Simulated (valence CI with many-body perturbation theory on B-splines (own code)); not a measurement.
**Nb10+: calculated level list**

Calculated by configuration interaction combined with many-body perturbation theory (CI+MBPT): three valence electrons over a frozen Dirac-Fock core [Ar] 3d10, radial functions for each j: 11 s, 11 p, 10 d, 8 f, 5 g, 2 h, with the one-electron correlation potential Σ1, the two-electron term Σ2, the three-electron term Σ3, Breit, model QED; selected CI, second order for the rest, scaled by the run's own slope (own B-spline code, finite nucleus).

No measured levels were compared; by estimate levels hold to about 250 cm⁻¹ or 0.2 % of their energy and the worst to 1 %, as in measured heavy ions of charge 2 to 7; those with d or f electrons hold less well.

Levels 46 to 90 of 178, with energies above the lowest level, 4s2 4p 2P°_1/2. "Leading %" is the weight of the configuration and term that name the level; weights of strongly mixed levels are sums over their largest components and can fall short. Lifetimes count E1, E2, E3, M1 and M2 decay at the calculated energies, and are blank where another channel may lead or the interval is too uncertain; long ones can be off by a factor of two.

```csv
No.,Configuration,Term,J,E (eV),Leading %,Lifetime,Second component
46,4p2 4d,4F,3/2,96.88,81,78.2 ps,7 % 4p2 4d 4D
47,4p2 4d,2F,5/2,97.55,47,117 ps,29 % 4p2 4d 4F
48,4p2 4d,4F,5/2,97.78,54,113 ps,39 % 4p2 4d 2F
49,4p2 4d,2F,7/2,98.49,52,143 ps,25 % 4p2 4d 4F
50,4p2 4d,4F,7/2,98.76,57,94.7 ps,23 % 4p2 4d 4D
51,4p2 4d,2P,3/2,99.17,44,44.7 ps,41 % 4p2 4d 4D
52,4p2 4d,4D,1/2,99.30,85,56.8 ps,13 % 4p2 4d 2P
53,4p2 4d,4F,9/2,99.51,70,103 ps,24 % 4p2 4d 2G
54,4p2 4d,4D,5/2,100.34,73,54.4 ps,11 % 4p2 4d 4F
55,4p2 4d,2P,3/2,100.51,46,37.6 ps,44 % 4p2 4d 4D
56,4p2 4d,2G,7/2,101.25,61,117 ps,12 % 4p2 4d 4D
57,4p2 4d,4D,7/2,101.94,56,87.6 ps,23 % 4p2 4d 2F
58,4p2 4d,2P,1/2,102.37,79,29.8 ps,12 % 4p2 4d 4D
59,4p2 4d,2G,9/2,102.47,62,164 ps,25 % 4p2 4d 4F
60,4p2 4d,4P,5/2,103.60,53,11.7 ps,41 % 4p2 4d 2D
61,4p2 4d,4P,3/2,104.00,43,12.0 ps,33 % 4p2 4d 2D
62,4p2 4d,4P,1/2,104.82,82,9.92 ps,7 % 4p2 4d 2P
63,4p2 4d,2D,5/2,104.84,43,12.9 ps,28 % 4p2 4d 4P
64,4p2 4d,4P,3/2,105.39,46,11.9 ps,37 % 4p2 4d 2D
65,4s 4p 5s,4P°,1/2,105.70,95,12.8 ps,
66,4p2 4d,2F,5/2,106.21,50,10.7 ps,20 % 4s 4p 4f 2F
67,4p2 4d,2D,3/2,106.44,85,32.9 ps,5 % 4p2 4d 2P
68,4s 4p 5s,4P°,3/2,106.49,91,12.4 ps,7 % 4s 4p 5s 2P°
69,4p2 4d,2F,7/2,106.86,62,11.2 ps,29 % 4s 4p 4f 2F
70,4p2 4d,2P,1/2,107.15,68,16.5 ps,17 % 4p2 4d 2S
71,4s 4p 5s,2P°,1/2,108.02,95,10.6 ps,
72,4s 4p 5s,4P°,5/2,108.61,99,13.3 ps,
73,4p2 4d,2S,1/2,108.63,67,15.0 ps,13 % 4p2 4d 4P
74,4p2 4d,2P,3/2,108.98,69,15.9 ps,10 % 4s 4d2 2P
75,4p2 4d,2D,5/2,109.06,91,52.9 ps,
76,4s 4p 5s,2P°,3/2,110.24,91,9.27 ps,6 % 4s 4p 5s 4P°
77,4p2 4d,2D,5/2,110.70,60,11.9 ps,17 % 4s 4p 4f 2D
78,4p2 4d,2D,3/2,110.98,58,13.2 ps,20 % 4s 4p 4f 2D
79,4s 4p 4f,4G,5/2,111.16,55,19.6 ps,33 % 4s 4p 4f 4F
80,4s 4p 4f,4F,7/2,111.26,42,21.5 ps,40 % 4s 4p 4f 4G
81,4s 4p 4f,4F,3/2,111.69,62,20.6 ps,17 % 4s 4d2 4F
82,4s 4p 4f,4F,9/2,111.70,44,23.6 ps,34 % 4s 4p 4f 4G
83,4s 4p 4f,4G,5/2,112.14,40,19.6 ps,35 % 4s 4p 4f 4F
84,4s2 5d,2D,3/2,112.19,93,45.6 ps,
85,4s2 5d,2D,5/2,112.39,94,47.4 ps,
86,4s 4p 4f,4G,7/2,112.62,48,19.6 ps,23 % 4s 4p 4f 4F
87,4s 4p 4f,4G,9/2,113.56,55,21.6 ps,28 % 4s 4p 4f 4F
88,4s 4p 4f,4G,11/2,114.09,99,17.9 ps,
89,4s 4p 4f,2G,7/2,114.21,55,49.3 ps,22 % 4s 4d2 2G
90,4s 4p 4f,4D,7/2,114.62,68,16.5 ps,9 % 4s 4d2 4F
```

Names give the largest LS component (configuration and term), which can be under half, so a name can repeat, a term be missing and a line seem to break the LS rules; names also repeat where a configuration has a term twice.

Where two levels of one J and parity lie close, their mixing, g and order are uncertain.
